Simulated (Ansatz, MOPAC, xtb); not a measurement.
Spectroscopic constants of HF+, multiplicity 2 (the spin of the measured ground state).

The constants come from a fifth-degree fit in 1/R (seven points, main isotopes). In def2 and cc sets the state is the lowest found near the PBE0 minimum, followed along R.

Run with Ansatz (Gaussian basis) for Hartree–Fock, density functionals and correlated methods; MOPAC for PM3, PM6, PM7 (differences of heats of formation); xtb for the GFN methods.  The GFN methods have no spin term and hold the electronic entropy of 300 K.

| level | r_e (Å) | ω_e (cm⁻¹) | B_e (cm⁻¹) | ω_e x_e (cm⁻¹) |
|---|---|---|---|---|
| PM3 | 1.007 | 3462 | 17.4 | 150 |
| PM6 | 1.050 | 2931 | 16.0 | 100 |
| PM7 | 0.976 | 2922 | 18.5 | 120 |
| GFN1-xTB | 1.044 | 2331 | 16.2 | 84 |
| GFN2-xTB | 1.044 | 2206 | 16.2 | 160 |
| SVWN5/def2-TZVPP | 1.029 | 2879 | 16.6 | 91 |
| PBE/def2-TZVPP | 1.023 | 2910 | 16.8 | 92 |
| r2SCAN/def2-TZVPP | 1.010 | 3021 | 17.3 | 94 |
| B97M-V/def2-TZVPP | 1.005 | 3060 | 17.4 | 94 |
| B3LYP/def2-TZVPP | 1.014 | 2987 | 17.1 | 93 |
| PBE0/def2-TZVPP | 1.007 | 3057 | 17.4 | 94 |
| BHLYP/def2-TZVPP | 0.998 | 3129 | 17.7 | 96 |
| CAM-B3LYP/def2-TZVPP | 1.014 | 2996 | 17.1 | 92 |
| wB97X-V/def2-TZVPP | 1.010 | 3043 | 17.3 | 91 |
| wB97M-V/def2-TZVPP | 1.010 | 3006 | 17.3 | 93 |
| B2PLYP/def2-TZVPP | 1.007 | 3048 | 17.4 | 93 |
| CCSD/aug-cc-pVTZ | 1.002 | 3145 | 17.6 | 94 |
| CCSD/def2-TZVPP | 1.000 | 3141 | 17.6 | 88 |
| CCSD/aug-cc-pVQZ | 0.998 | 3140 | 17.7 | 95 |
| CCSD/def2-QZVPP | 0.998 | 3152 | 17.7 | 94 |
| CCSD/aug-cc-pV5Z | 0.998 | 3136 | 17.7 | 94 |
| CCSD(T)/aug-cc-pVTZ | 1.004 | 3115 | 17.5 | 94 |
| CCSD(T)/def2-TZVPP | 1.002 | 3115 | 17.5 | 88 |
| CCSD(T)/aug-cc-pVQZ | 1.001 | 3109 | 17.6 | 95 |
| CCSD(T)/def2-QZVPP | 1.000 | 3122 | 17.6 | 94 |
| CCSD(T)/aug-cc-pV5Z | 1.001 | 3105 | 17.6 | 94 |
| CCSD(T)/CBS(def2-TZVPP, def2-QZVPP) | 1.000 | 3123 | 17.6 | 96 |
| CCSD(T)/CBS(aug-cc-pVQZ, aug-cc-pV5Z) | 1.001 | 3101 | 17.6 | 93 |

Frozen-core correlation. CBS(a, b) extrapolates the correlation energy as X⁻³ and adds the Hartree–Fock energy of set b. The state that PM3, PM6, PM7 reach isn't checked; PM7 holds dispersion and hydrogen-bond terms.

Ansatz is a first-principles code.
